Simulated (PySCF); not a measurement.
C4H9GaO2Si.
Atom-mapped SMILES: `[SiH3:1][CH2:2][Ga@H-:3]1[O:4][CH:5]=[CH:6][CH:7]=[O+:8]1` (hydrogens: H9, H10, H11 on Si1; H12, H13 on C2; H14 on Ga3; H15 on C5; H16 on C6; H17 on C7)

Structure used (PBE0-D3(BJ)/def2-SVP), in Å, numbered top down from 1:
```xyz
17
C4H9GaO2Si angstrom
Si    -2.283    0.087    0.410
C     -1.462   -1.398   -0.381
Ga     0.452   -1.146   -0.749
O      0.759    0.777   -1.019
C      1.313    1.555   -0.191
C      1.832    1.218    1.062
C      1.800   -0.083    1.572
O      1.320   -1.109    1.013
H     -1.490    0.562    1.590
H     -3.667   -0.219    0.897
H     -2.383    1.226   -0.554
H     -1.545   -2.260    0.304
H     -1.995   -1.675   -1.306
H      1.395   -1.904   -1.736
H      1.385    2.611   -0.508
H      2.282    2.004    1.668
H      2.238   -0.251    2.573
```

Computed with PySCF at B3LYP/def2-SVPD, non-relativistic, on one gas-phase PBE0-D3(BJ)/def2-SVP geometry that isn't relaxed in the solvent. The solvent is an IEF-PCM continuum (cavity from Bondi-type radii × 1.2). Only the electrostatic response of the medium enters. Spin–orbit coupling is left out although an atom past zinc is present.

Gas phase at B3LYP/def2-SVPD: HOMO -7.04 eV, LUMO -2.41 eV, dipole 2.23 D.

Problem. What does the continuum do to the energy, the frontier levels and the dipole at B3LYP/def2-SVPD in cyclohexane and acetonitrile?

Solution. 
| solvent | ε | E(solvent) − E(gas) (kcal/mol) | polarisation term (kcal/mol) | distortion of the solute (kcal/mol) | HOMO (eV) | LUMO (eV) | dipole (D) |
| --- | --- | --- | --- | --- | --- | --- | --- |
| cyclohexane | 2.017 | -1.63 | -1.73 | 0.10 | -6.96 | -2.29 | 2.48 |
| acetonitrile | 35.69 | -4.15 | -4.83 | 0.68 | -6.90 | -2.17 | 2.86 |

The first energy column is the sum of the next two and covers electrostatics alone. From cyclohexane to acetonitrile the lowering changes by a factor 2.55, Onsager's factor (ε − 1)/(2ε + 1) by 2.37 and ε itself by 17.7.

Problem. Which radius a makes the point-dipole formula ΔE = −[(ε − 1)/(2ε + 1)]·μ²/a³ give the value in acetonitrile, with the gas-phase dipole?

Solution. μ = 0.876 au and |ΔE| = 0.00662 Eh give a = 2.02 Å; the farthest nucleus lies 3.72 Å from the centroid of the nuclei, so such a sphere wouldn't even hold the nuclei. The formula assumes a rigid point dipole at the centre of a sphere.

Problem. Give the dipole vector in the frame of the coordinates (D, pointing from negative to positive charge), gas and acetonitrile.

Solution. Gas (1.40, 1.24, 1.20), solvent (1.72, 1.61, 1.61). Its length changes by +28 % and its direction by 2°.

Problem. How does the static polarisability (B3LYP/def2-SVPD, frozen core, with the continuum's full static response) change?

Solution. 
```tsv
medium	isotropic (au)	principal values (au)	⟨r²⟩ of the electrons (bohr²)
gas	109.0	102.2, 108.8, 116.1	1516.1
cyclohexane	123.4	116.3, 123.7, 130.1	1515.9
acetonitrile	151.5	141.9, 154.8, 157.7	1515.3
```

The isotropic value in acetonitrile is 1.39 times the gas-phase one; no cavity-field correction is applied. ⟨r²⟩ is taken about the centre of nuclear charge.
